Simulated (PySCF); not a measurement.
**Two-component Hartree-Fock for Ba⁴⁶⁺ (barium, charge +46)**

Start: [Ne]. Calculated with PySCF 2.14 in an uncontracted even-tempered set (17 s from 6 bohr⁻², ratio 2.6; 13 p from 7.8 bohr⁻², ratio 2.6; 6 d from 8 bohr⁻², ratio 2.8; 3 f from 180 bohr⁻², ratio 2.8): generalised Hartree-Fock with the X2C-1e Hamiltonian and a Gaussian nucleus; spin-orbit coupling (SO) screened by Boettger's factors.

| spinor shell | electrons | ε, screened SO (eV) | weight of nominal j (screened SO) | rms radius, screened SO (bohr) |
| --- | --- | --- | --- | --- |
| 1s1/2 | 2 | -40851.0 | 1.000 | 0.0292 |
| 2s1/2 | 2 | -9054.8 | 1.000 | 0.116 |
| 2p1/2 | 2 | -8736.0 | 1.000 | 0.0998 |
| 2p3/2 | 4 | -8335.7 | 1.000 | 0.105 |

| quantity | screened SO |
| --- | --- |
| E (hartree) | -6019.33051 |
| M_J | 0 |
| ⟨J²⟩ | 0.000 |
| ⟨L²⟩ | 0.010 |
| ⟨S²⟩ | 0.010 |

Breit and QED terms are absent; they matter most for the inner s and p1/2 levels.

Densities and radii are taken from the X2C orbitals without a picture-change correction, which distorts them close to the nucleus.
